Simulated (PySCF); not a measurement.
From a computed spectrum to the compound

A species of 4 atoms with charge -1 has these harmonic modes (PBE0, small Gaussian bases with core potentials, PySCF 2.14.0):

```csv
cm⁻¹,km/mol,symmetry
151,53.0,a2''
194,46.0,e'
194,46.0,e'
692,0.0,a1'
711,79.5,e'
711,79.5,e'
```

Task: Which species is it, and in which structure?

Result: [BiO3]− (singlet):
```xyz
4

Bi    0.0000    0.0000    0.0000
O     1.9622    0.0000    0.0000
O    -0.9811    1.6993    0.0000
O    -0.9811   -1.6993    0.0000
```
Ideal gas at 298.15 K and 1 bar: S = 304.3 J/(mol K), Cp = 67.0 J/(mol K), H − H(0 K) = 15.5 kJ/mol (rigid rotor, harmonic modes, spin degeneracy alone). 
 The answer isn't unique; the calculation gave this one.
